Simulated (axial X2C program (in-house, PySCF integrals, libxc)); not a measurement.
**TiSe⁻: from the spin-free to the two-component result**

Computed with an axial X2C code built on PySCF integrals. Spin-free means the one-electron spin-free X2C Hamiltonian; two-component (2c) means X2C with spin–orbit coupling and atomic mean-field two-electron Coulomb and Gaunt terms, so the difference of the two also holds small scalar two-electron terms. Basis: Se dyall-acv3z [9s10p7d5f1g], Ti dyall-acv3z [11s11p7d4f2g] (cores contracted in-house); Gaussian nuclei, density fitting, unrestricted open shells. Masses: Se 79.917 u, Ti 47.948 u.

Spin-free state: M_S = 1/2, Λ = 2 (beyond evenly filled blocks: δ+α); fragments Se- + Ti.

```tsv
level	Re (Å)	ωe (cm⁻¹)	μ (D)
PBEsol	2.237	389.4	-3.34
```

Dipoles are positive if Ti is the positive end and refer to the centre of mass.

Within this multiplet, which Ω should lie lowest by the rule for regular and inverted multiplets?

The open δ shell holds one electron, so the multiplet is regular: Ω = Λ − 1/2 = 3/2. The PBE0 2c search agrees, though Ω = 5/2 of the search lies only 0.03 eV higher.

Two-component determinant lowest at the distance of the search:

Ω = 3/2 (⟨Sz⟩ = -0.50, ⟨Lz⟩ = 2.00 at PBEsol); fragments Se- + Ti.

```json
{"level": "PBEsol", "Re (Å)": "2.238", "ωe (cm⁻¹)": "388.8", "μ (D)": "-3.35"}
```

From the two tables, how do the constants change at the PBEsol level (2c against spin-free)?

At the PBEsol level Re is unchanged within 0.001 Å and ωe falls by 0.6 cm⁻¹.

De is not given where an atomic determinant may have missed its ground term or J level, or where the truncated virtual space spoils (T). Density functionals use the spin component along the axis (collinear). The functionals have no current-density term, which raises determinants with orbital currents, atoms included. The state is one determinant with fixed occupations, lowest in a PBE0 search at one distance only: followed along the bond, the 2c determinant Ω = 5/2 reaches 0.13 eV lower at PBE0, at Re = 2.269 Å, so the state shown is not the lowest. At some level and bond length an empty orbital lies below a filled one. The highest occupied level of some functionals is positive through self-interaction error; at Hartree–Fock it is bound. The determinant is spin-polarised beyond a pure state at some levels (its spin-free form has ⟨S²⟩ too high), which makes Re and μ there less reliable.
